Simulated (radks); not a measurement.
Results of a calculation; reference values are marked as such.
The rubidium ion Rb21+, 16 electrons, occupied as [Ne] 3s2 3p4 (the NIST ground configuration).

Code: a radial shooting solver on a logarithmic mesh with Libxc functionals. Model: scalar-relativistic Kohn-Sham, BLYP, spin-polarised, spherical densities, finite nucleus; open shells are filled with parallel spins first (spin-orbit coupling, left out, can overturn this in heavy ions); Fermi nuclear charge, rms radius 4.2036 fm.

Energy parts (eV):
part                       energy
total                  -73889.664
kinetic                 75865.954
electron-nucleus      -162944.379
Hartree                 15178.347
exchange-correlation    -1989.585

Orbitals (lengths in bohr, moments of r in powers of bohr; <r^-3> diverges for s and p1/2; r(max) is where P^2 peaks):
orbital  occ.  eigenvalue (eV)   r(max)  <r^-3>
1s up       1        -15922.55  0.02629       -
1s down     1        -15919.90  0.02629       -
2s up       1        -2875.076   0.1490       -
2s down     1        -2873.097   0.1490       -
2p up       3        -2653.669   0.1191    1672
2p down     3        -2650.814   0.1192    1671
3s up       1        -1015.349   0.4171       -
3s down     1        -1006.406   0.4173       -
3p up       3        -944.1235   0.4042   366.2
3p down     1        -935.2009   0.4043   365.5

The highest occupied level is 3p down at -935.20 eV. Spin moment in Bohr magnetons: 2. The spin density at the nucleus is -2.167 e/bohr^3 (1s -5.236, 2s 0.421, 3s 2.648). Summed over all electrons, <r^2> = 1.585 bohr^2, which gives a Langevin (diamagnetic) susceptibility term of -1.26 x 10^-6 cm^3/mol. The density falls to 0.001 e/bohr^3 at r = 1.19 bohr. For comparison, the ionisation energy in NIST's Atomic Spectra Database is 959 eV (semi-empirical). In exact Kohn-Sham theory the highest level is minus the ionisation energy, but local and semilocal functionals leave it too shallow, through self-interaction and a potential that decays too fast; potentials with the right tail come closer. The electron density at the nucleus is 5.612e+04 e/bohr^3 (large components only).
